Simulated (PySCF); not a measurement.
# Dipole response of Br (bromine, neutral)

[Ar] 3d10 4s2 4p5, 2P determinant. Computed with PySCF 2.14 in aug-cc-pVDZ-DK (6s5p3d, 36 functions), with scalar relativity by spin-free X2C-1e. Coupled (time-dependent) response in atomic units; α is the mean over directions. A double-zeta set is small for polarisabilities.

```tsv
method	mean α (bohr³)	α xx, yy, zz	C₆ (like pair)	S(−4)
UHF	18.30	16.60, 19.15, 19.15	145.8	66.43
PBE	19.69	17.43, 20.83, 20.83	158.3	87.17
PBE0	19.14	17.11, 20.15, 20.15	153.3	77.92
wB97X	18.95	17.00, 19.93, 19.93	151.1	75.96
wB97M-V	19.32	17.29, 20.34, 20.34	153.3	83.96
```

S(−4) is the Cauchy moment in α(ω) = α(0) + S(−4) ω² + …

Reference α: 21 ± 1 bohr³ (recommended; Schwerdtfeger and Nagle, table of static dipole polarizabilities (2023 update)). Published C₆: 162.0 (Chu and Dalgarno (2004); Tang, Norbeck and Certain (1976)).

Spin-orbit coupling is absent.

α(iu) at UHF:

| u (hartree) | α(iu) (bohr³) |
| --- | --- |
| 0 | 18.30 |
| 0.0500 | 18.14 |
| 0.100 | 17.67 |
| 0.200 | 16.09 |
| 0.300 | 14.14 |
| 0.500 | 10.41 |
| 0.750 | 7.023 |
| 1.00 | 4.876 |
| 1.50 | 2.635 |
| 2.00 | 1.616 |
| 3.00 | 0.7748 |
| 5.00 | 0.2942 |

A single London oscillator, α(iu) = α/(1 + u²/ω²), gives C₆ = (3/4) ω α². Matching the computed C₆ needs ω = 4 × 145.8 / (3 × 18.30²) = 0.580 hartree.

The components differ because the open shell of this determinant is not spherical; for a pure term their mean is the scalar polarisability.
